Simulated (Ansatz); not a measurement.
Geometry optimisation, Ansatz, RKS PBE/def2-SVP.

Input:

```yaml
crystal:
  periodic: [false, false, false]
  atoms:
    - { symbol: Si, position_ang: [0.3804, 0.9609, -0.797] }
    - { symbol: B, position_ang: [-0.164, -0.465, 0.3573] }
    - { symbol: S, position_ang: [-0.7339, -2.1057, -0.3897] }
    - { symbol: S, position_ang: [-0.0233, -0.2289, 2.2211] }
    - { symbol: H, position_ang: [0.2021, 0.5764, -2.2287] }
    - { symbol: H, position_ang: [-0.5565, 2.165, -0.554] }
    - { symbol: H, position_ang: [1.751, 1.3971, -0.5367] }
    - { symbol: H, position_ang: [0.6589, -2.5738, -0.3962] }
    - { symbol: H, position_ang: [-1.4261, 0.2276, 2.3068] }
basis:
  gaussian: { orbitals: def2-SVP }
hamiltonian:
  xc: pbe
relax:
  f_tol: 0.015
  max_steps: 40
output:
  orbitals: {}
```

Run as:

```bash
$ ansatz run input.yaml --threads 2 --pin off --max-ram 3072MiB --backend cpu --events-out ev --progress --plain --runs-dir out
```

Question: Where does it end, and by what steps?

Answer: It converged. The force dipped under the threshold on the way, but the program's further checks kept it going. After 25 steps the energy has fallen by 1.917 eV; S4 moved furthest, 1.21 Å.

```csv
step,energy less start (eV),largest force component (eV/Å),accepted
0,0.0000,1.957,yes
1,-0.3686,0.701,yes
2,-0.5266,0.511,yes
3,-0.6790,1.544,yes
4,-0.9070,1.664,yes
5,-1.1862,1.401,yes
6,-1.4440,1.058,yes
7,-1.6430,1.088,yes
8,-1.7344,0.603,yes
9,-1.8539,0.453,yes
10,-1.9084,0.115,yes
11,-1.9099,0.116,yes
12,-1.9121,0.075,yes
13,-1.9133,0.044,yes
14,-1.9140,0.054,yes
15,-1.9146,0.038,yes
16,-1.9154,0.026,yes
17,-1.9157,0.050,yes
18,-1.9159,0.034,yes
19,-1.9161,0.019,yes
20,-1.9163,0.015,yes
21,-1.9164,0.021,yes
22,-1.9164,0.014,yes
23,-1.9165,0.013,yes
24,-1.9165,0.011,yes
25,-1.9165,0.014,yes
```

```xyz
9
Properties=species:S:1:pos:R:3
Si 0.410 0.985 -0.878
B -0.252 -0.322 0.522
S -0.059 -2.109 0.350
S -1.045 0.370 1.983
H -0.157 0.629 -2.231
H 0.043 2.414 -0.569
H 1.913 0.897 -0.993
H 0.561 -2.127 -0.866
H -1.324 -0.784 2.665
```

The run took 42 s on 2 threads of Arm Neoverse V1 (shared host), peak memory 0.13 GiB.
